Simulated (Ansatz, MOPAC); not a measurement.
System: SnH$_{2}$, net charge 0, singlet state. SMILES: [SnH2]

Atoms: Sn1, H2, H3. Bonds: Sn1-H2, Sn1-H3.

Bond lengths (Å) and angles (degrees) optimised at AM1 with MOPAC; PM6 with MOPAC; HF/3-21G with Ansatz (a first-principles code), each started from the B3LYP-D3(BJ)/def2-TZVP structure (Ansatz) of the last column. A row stands for all coordinates that are equal there.

```json
[
 {"coordinate": "Sn1-H2", "AM1": "1.700", "PM6": "1.716", "HF/3-21G": "1.792", "B3LYP-D3(BJ)/def2-TZVP": "1.781"},
 {"coordinate": "H2-Sn1-H3", "AM1": "89.2", "PM6": "96.8", "HF/3-21G": "92.2", "B3LYP-D3(BJ)/def2-TZVP": "90.6"}
]
```

Mean signed difference of all 2 bond lengths from B3LYP-D3(BJ)/def2-TZVP: AM1 -0.080 Å, PM6 -0.064 Å, HF/3-21G 0.011 Å.
